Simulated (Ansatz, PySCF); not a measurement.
CHF$_{2}$ (SMILES F[CH]F), doublet, geometry from GFN2-xTB, atoms displaced at random by about 0.03 Å a coordinate. Base run: B3LYP/def2-SVP, gradient in PySCF.

PySCF was given this input:
```python
from pyscf import gto, scf, dft

mol = gto.M(
    atom='''
C     0.050200    0.005038    0.492318
F    -0.077485    1.091860   -0.215355
F    -0.063567   -1.079990   -0.214348
H     0.839695    0.040028    1.239690
''',
    basis='def2-svp',
    charge=0,
    spin=1,
    verbose=4,
)

mf = dft.UKS(mol)
mf.xc = 'b3lyp'
mf.kernel()
g = mf.nuc_grad_method()
grad = g.kernel()
```

Programs used: Ansatz (an electronic-structure program), PySCF; a row that names a program was run with it.

The coordinate followed is z of atom 2.

The base run was repeated with changes; each row names its change, and settings that it needs were set with it.

| change | dE/dx (Eh/bohr) | net force (Eh/bohr) |
|---|---|---|
| base | 0.013820 | 0.000241 |
| conv_tol = 1e-6 | 0.013799 | 0.000241 |
| finite difference step (bohr) = 1e-3; conv_tol = 1e-11 | 0.013759 | - |
| grids.level = 1; grid_response = off | 0.013518 | 0.000913 |
| finite difference step (bohr) = 1e-5; conv_tol = 1e-11 | 0.013759 | - |
| finite difference step (bohr) = 0.01; conv_tol = 1e-11 | 0.013761 | - |
| finite difference step (bohr) = 0.2; conv_tol = 1e-11 | 0.014605 | - |
| grids.level = 5; grid_response = on | 0.013798 | 0.000000 |
| code = ansatz | 0.013798 | 0.000000 |
| grids.level = 0; grid_response = on | 0.007326 | 0.000000 |
| density fitting = on | 0.013819 | 0.000241 |
| density fitting = on; auxbasis_response = off | 0.013781 | 0.000492 |

The net force is zero for an exact gradient.

Open shells are given as the SCF converged; they aren't shown to be the lowest states, and a large step between rows can be another state.
